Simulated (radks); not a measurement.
Results of a calculation; reference values are marked as such.
Orbital eigenvalues (eV) of the osmium ion Os+, [Xe] 4f14 5d6 6s1, at several levels of relativity; Dirac values are averaged over j with weights 2j + 1. Spin-unpolarised spherical Kohn-Sham, LDA (Slater exchange, Perdew-Wang correlation), point nucleus unless stated (finite: rms radius 5.4126 fm), a radial shooting solver on a logarithmic mesh with Libxc functionals. A level marked "c x" has the speed of light scaled by that factor and shares open shells by 2j + 1; other Dirac levels either fill j = l - 1/2 first or share by 2j + 1.

| shell | non-rel. | scalar-rel. | Dirac, 2j+1 shares, finite nucleus | Dirac, c x 1.5 | change of magnitude, last against first (%) |
|---|---|---|---|---|---|
| 3p | -2370.5 | -2513.0 | -2527.1 | -2434.8 | +2.71 |
| 3d | -1980.3 | -1968.5 | -1963.8 | -1974.0 | -0.32 |
| 4s | -534.46 | -638.79 | -637.02 | -575.01 | +7.59 |
| 4p | -446.22 | -479.08 | -482.82 | -461.06 | +3.33 |
| 4d | -284.49 | -280.83 | -280.17 | -282.74 | -0.61 |
| 5s | -82.105 | -99.955 | -99.676 | -88.952 | +8.34 |
| 4f | -70.744 | -60.404 | -60.215 | -66.116 | -6.54 |
| 5p | -55.418 | -59.189 | -59.892 | -57.172 | +3.16 |
| 5d | -15.540 | -14.402 | -14.412 | -15.035 | -3.25 |
| 6s | -11.621 | -13.467 | -13.461 | -12.324 | +6.05 |
| 6p (empty) | -7.1291 | -7.3008 | -7.3699 | -7.2165 | +1.23 |
| 7s (empty) | -3.0727 | -3.2984 | -3.2984 | -3.1564 | +2.72 |
